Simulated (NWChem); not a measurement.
Species: C₂HCl₂F; SMILES FC=C(Cl)Cl

All runs: NWChem. Medium grid unless said otherwise, to which SCAN and Minnesota functionals are sensitive. Structure relaxed at the B3LYP/6-31G* (spherical d) level.

Order these by “dipole (D)”, lowest first: Hartree-Fock/def2-SVP; M06-2X/def2-SVP; TPSS/def2-SVP; B97-D/def2-SVP; PBE/def2-SVP.

PBE/def2-SVP (1.01), B97-D/def2-SVP (1.06), TPSS/def2-SVP (1.12), M06-2X/def2-SVP (1.25), Hartree-Fock/def2-SVP (1.50)
